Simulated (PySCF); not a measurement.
C6H13O3, doublet, geometry from GFN2-xTB; MP2/pcseg-0 (PySCF).

The PySCF input:
```python
from pyscf import gto, scf, mp

mol = gto.Mole()
mol.atom = '''
    C     3.360642    1.134120    0.156559
    O     2.629531    0.115883    0.789423
    C     2.221333   -0.941727   -0.098043
    C     1.253148   -0.538949   -1.140894
    O     0.001292   -0.064270   -0.881940
    C    -0.486887   -0.170923    0.436255
    C    -1.862978    0.482592    0.494992
    O    -2.830094   -0.449721    0.076098
    C    -4.121562    0.093475    0.001474
    H     4.261246    0.732733   -0.324647
    H     3.648771    1.835635    0.937381
    H     2.758903    1.654516   -0.597364
    H     3.109779   -1.362588   -0.587364
    H     1.800548   -1.688201    0.584001
    H     1.568556   -0.284215   -2.137164
    H     0.201098    0.323221    1.133347
    H    -0.590977   -1.225751    0.720673
    H    -1.871431    1.366322   -0.159982
    H    -2.074800    0.808660    1.525795
    H    -4.454279    0.465296    0.979395
    H    -4.166874    0.917907   -0.721024
    H    -4.778559   -0.710206   -0.323757
'''
mol.basis = 'pcseg-0'
mol.charge = 0
mol.spin = 1
mol.verbose = 4
mol.build()

mf = scf.UHF(mol)
mf.kernel()

pt = mp.MP2(mf, frozen=9)
pt.kernel()
print('E(MP2) = %.10f' % pt.e_tot)
```

What the program printed (banner, timings and long lists left out):

```
PySCF version 2.14.0

[INPUT] verbose = 4
[INPUT] num. atoms = 22
[INPUT] num. electrons = 73
[INPUT] charge = 0
[INPUT] spin (= nelec alpha-beta = 2S) = 1
[INPUT] symmetry False subgroup None
[INPUT] Mole.unit = angstrom
[INPUT] Symbol           X                Y                Z      unit          X                Y                Z       unit  Magmom
[INPUT]  1 C      3.360642000000   1.134120000000   0.156559000000 AA    6.350692982711   2.143176192392   0.295853632336 Bohr   0.0
[INPUT]  2 O      2.629531000000   0.115883000000   0.789423000000 AA    4.969093426054   0.218987132493   1.491793266433 Bohr   0.0
[INPUT]  3 C      2.221333000000  -0.941727000000  -0.098043000000 AA    4.197711001458  -1.779606114108  -0.185274418431 Bohr   0.0
[INPUT]  4 C      1.253148000000  -0.538949000000  -1.140894000000 AA    2.368106513546  -1.018466005108  -2.155977197160 Bohr   0.0
[INPUT]  5 O      0.001292000000  -0.064270000000  -0.881940000000 AA    0.002441526153  -0.121452698026  -1.666625058299 Bohr   0.0
[INPUT]  6 C     -0.486887000000  -0.170923000000   0.436255000000 AA   -0.920083083611  -0.322997658389   0.824402470472 Bohr   0.0
[INPUT]  7 C     -1.862978000000   0.482592000000   0.494992000000 AA   -3.520518196090   0.911966709906   0.935399313851 Bohr   0.0
[INPUT]  8 O     -2.830094000000  -0.449721000000   0.076098000000 AA   -5.348102566775  -0.849849522466   0.143804378627 Bohr   0.0
[INPUT]  9 C     -4.121562000000   0.093475000000   0.001474000000 AA   -7.788623385415   0.176642149494   0.002785456308 Bohr   0.0
[INPUT] 10 H      4.261246000000   0.732733000000  -0.324647000000 AA    8.052587889398   1.384664692431  -0.613493917162 Bohr   0.0
[INPUT] 11 H      3.648771000000   1.835635000000   0.937381000000 AA    6.895177881255   3.468847414666   1.771393364371 Bohr   0.0
[INPUT] 12 H      2.758903000000   1.654516000000  -0.597364000000 AA    5.213571074241   3.126582108711  -1.128854356675 Bohr   0.0
[INPUT] 13 H      3.109779000000  -1.362588000000  -0.587364000000 AA    5.876630617924  -2.574918140619  -1.109957095429 Bohr   0.0
[INPUT] 14 H      1.800548000000  -1.688201000000   0.584001000000 AA    3.402542594133  -3.190237533217   1.103601946472 Bohr   0.0
[INPUT] 15 H      1.568556000000  -0.284215000000  -2.137164000000 AA    2.964141251043  -0.537088510493  -4.038654643280 Bohr   0.0
[INPUT] 16 H      0.201098000000   0.323221000000   1.133347000000 AA    0.380020144198   0.610799167708   2.141715434097 Bohr   0.0
[INPUT] 17 H     -0.590977000000  -1.225751000000   0.720673000000 AA   -1.116784675917  -2.316333686912   1.361874595369 Bohr   0.0
[INPUT] 18 H     -1.871431000000   1.366322000000  -0.159982000000 AA   -3.536492051021   2.581974377968  -0.302322164860 Bohr   0.0
[INPUT] 19 H     -2.074800000000   0.808660000000   1.525795000000 AA   -3.920803763248   1.528145927891   2.883334672231 Bohr   0.0
[INPUT] 20 H     -4.454279000000   0.465296000000   0.979395000000 AA   -8.417367392402   0.879282006856   1.850788317768 Bohr   0.0
[INPUT] 21 H     -4.166874000000   0.917907000000  -0.721024000000 AA   -7.874250655571   1.734592837821  -1.362537889238 Bohr   0.0
[INPUT] 22 H     -4.778559000000  -0.710206000000  -0.323757000000 AA   -9.030167780075  -1.342094832023  -0.611812060911 Bohr   0.0

nuclear repulsion = 476.258680551104
number of shells = 31
number of NR pGTOs = 174
number of NR cGTOs = 107
basis = pcseg-0
ecp = {}

******** <class 'pyscf.scf.uhf.UHF'> ********
method = UHF
initial guess = minao
damping factor = 0
level_shift factor = 0
DIIS = <class 'pyscf.scf.diis.CDIIS'>
diis_start_cycle = 1
diis_space = 8
diis_damp = 0
SCF conv_tol = 1e-09
SCF conv_tol_grad = None
SCF max_cycles = 50
direct_scf = True
direct_scf_tol = 1e-13
number electrons alpha = 37  beta = 36
Set gradient conv threshold to 3.16228e-05
init E= -459.524938794543

cycle= 1 E= -457.721831283656  delta_E=  1.8  |g|= 0.55  |ddm|= 3.11
cycle= 2 E= -457.862239792085  delta_E= -0.14  |g|= 0.297  |ddm|= 0.808
cycle= 3 E= -457.89663923535  delta_E= -0.0344  |g|= 0.0603  |ddm|= 0.276
cycle= 4 E= -457.899536657827  delta_E= -0.0029  |g|= 0.0191  |ddm|= 0.11
cycle= 5 E= -457.899982731958  delta_E= -0.000446  |g|= 0.00926  |ddm|= 0.0433
cycle= 6 E= -457.900148207319  delta_E= -0.000165  |g|= 0.00401  |ddm|= 0.0316
cycle= 7 E= -457.900176968191  delta_E= -2.88e-05  |g|= 0.00209  |ddm|= 0.0111
cycle= 8 E= -457.90018384654  delta_E= -6.88e-06  |g|= 0.000713  |ddm|= 0.00608
cycle= 9 E= -457.900184677723  delta_E= -8.31e-07  |g|= 0.000264  |ddm|= 0.00215
cycle= 10 E= -457.900184777601  delta_E= -9.99e-08  |g|= 0.000133  |ddm|= 0.000623
cycle= 11 E= -457.900184808368  delta_E= -3.08e-08  |g|= 4.9e-05  |ddm|= 0.000412
cycle= 12 E= -457.900184812889  delta_E= -4.52e-09  |g|= 1.98e-05  |ddm|= 0.000162
cycle= 13 E= -457.900184813484  delta_E= -5.95e-10  |g|= 9.56e-06  |ddm|= 5.34e-05
Extra cycle  E= -457.900184813565  delta_E= -8.13e-11  |g|= 6.14e-06  |ddm|= 1.56e-05
converged SCF energy = -457.900184813565  <S^2> = 0.76154775  2S+1 = 2.0115146

******** <class 'pyscf.mp.ump2.UMP2'> ********
nocc = (np.int64(28), np.int64(27)), nmo = (98, 98)
frozen orbitals 9
E(UMP2) = -458.786592751267  E_corr = -0.886407937701887
E(SCS-UMP2) = -458.783579541839  E_corr = -0.883394728273455
E_corr(same-spin) = -0.208032458040934
E_corr(oppo-spin) = -0.678375479660953
E(MP2) = -458.7865927513
```
